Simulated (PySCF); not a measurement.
# How methods differ on the excitation energy of C²⁺

C²⁺ [He] 2s2 (1S) → C²⁺ [He] 2s1 3s1 (3S), as a difference of total energies. Computed with PySCF 2.14 in dyall-acv3z (15s9p4d2f, 76 functions), with scalar relativity by spin-free X2C-1e. Correlated levels: valence: 1s2 frozen; valence and next inner shell: nothing frozen; virtual orbitals above 40 to 60 times the deepest correlated orbital energy dropped. The calculations carry no spin-orbit coupling.

| method | excitation energy (eV) |
| --- | --- |
| UHF | 27.782 |
| LDA | 28.480 |
| PBE | 28.534 |
| PBE0 | 28.560 |
| r2SCAN | 28.429 |
| HSE06 | 28.563 |
| BLYP | 28.740 |
| B97-3 | 28.822 |
| M06 | 28.506 |
| MP2 (valence) | 28.882 |
| SCS-MP2 (valence) | 29.214 |
| MP2 (valence and next inner shell) | 28.937 |
| SCS-MP2 (valence and next inner shell) | 29.262 |

Question: How much does correlation contribute at MP2 (valence and next inner shell)?

Answer: 28.937 − (27.782) = 1.155 eV, measured against UHF.

The promoted electron is Rydberg-like, and one or two diffuse shells describe it only roughly, which tends to raise the upper state.
